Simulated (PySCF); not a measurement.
## C: excitation energy

C [He] 2s2 2p2 (3P) → C [He] 2s1 2p3 (5S), as a difference of total energies. All numbers are calculated (PySCF 2.14, the non-relativistic Hamiltonian (point nucleus), in def2-QZVPPD). Correlated levels: valence: 1s2 frozen; valence and next inner shell: nothing frozen. The calculations carry no spin-orbit coupling.

```tsv
method	excitation energy (eV)
UHF	2.571
LDA	4.062
PBE	4.115
PBE0	4.010
r2SCAN	3.609
TPSS	4.401
PW91	4.122
revPBE	4.180
SCS-MP2 (valence)	4.337
MP2 (valence and next inner shell)	3.735
SCS-MP2 (valence and next inner shell)	4.327
```

Problem. Estimate what MP2 (valence) gives.

Solution. 3.747 eV, closest to MP2 (valence and next inner shell) among the rows shown.

Problem. Estimate what r2SCAN0 gives.

Solution. 3.684 eV, closest to MP2 (valence and next inner shell) among the rows shown.

Errors of the correlated levels include the incompleteness of this basis and the frozen core.

For comparison: 4.179 eV (measured; NIST levels, between the centres of gravity of the two terms).
